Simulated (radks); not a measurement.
The numbers below are computed, except where a source is named.
Coherent X-ray form factor from a spherical all-electron density. Level of theory: Dirac Kohn-Sham, PBE, spin-unpolarised, spherical densities, point nucleus (a radial shooting solver on a logarithmic mesh with Libxc functionals).

sin(theta)/lambda (1/angstrom),f0 (electrons)
0.05,13.731
0.1,13.000
0.15,12.000
0.2,10.938
0.25,9.960
0.3,9.134
0.4,7.907
0.5,7.011
0.6,6.227
0.8,4.767
1,3.560
1.25,2.532
1.5,1.938
2,1.413

The species is in the configuration that NIST lists as its ground one. Which atom or ion scatters so?

Answer. The sulfur ion S2+, [Ne] 3s2 3p2. Extrapolating in s^2 from the first two rows gives f0(0) = 14.0, near the electron count 14; among species with that count, the fall with angle is slower the higher Z, and the table is that of Z = 16; from so few rows the species is fixed only to a neighbour or two.
